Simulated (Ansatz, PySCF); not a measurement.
C3H8O2Si, SMILES COC[SiH2]C=O.

The structure is a stationary point at B3LYP-D3(BJ)/def2-SVP. This is a generated structure with no PubChem entry under its InChIKey; it may be hypothetical. Other conformers were not sampled.

Vertical ionisation energy (IE) and electron affinity (EA) in eV. Rows of orbital energies are one-electron estimates. Where ΔSCF, EOM or ADC give a negative EA the extra electron is unbound and the value depends on the basis.

```
level                                                                             IE          EA
------------------------------------------------------------------------  ----------  ----------
−ε(HOMO), −ε(LUMO), CAM-B3LYP/def2-TZVP (PySCF)                           (withheld)  (withheld)
−ε(HOMO), −ε(LUMO), PBE/def2-TZVP (PySCF)                                       5.41        2.69
ΔSCF, CAM-B3LYP/def2-SVPD (Ansatz), final states of multiplicity 2 and 2        9.31       -0.41
ΔSCF, PBE/def2-SVPD (Ansatz), final states of multiplicity 2 and 2              8.55       -0.22
```

Problem. Complete the blanks. (The exact figures need the calculation; the answer reports its results.)

Solution. 
- −ε(HOMO), −ε(LUMO), CAM-B3LYP/def2-TZVP (PySCF), IE: 8.27
- −ε(HOMO), −ε(LUMO), CAM-B3LYP/def2-TZVP (PySCF), EA: 0.29

Problem. What vertical singlet–triplet gap does ΔSCF give with CAM-B3LYP/def2-SVPD (Ansatz, an electronic-structure program) and with PBE/def2-SVPD (Ansatz)? (The exact figures need the calculation; the answer reports its results.)

Solution. 2.50 and 2.41 eV (triplet above singlet where positive).
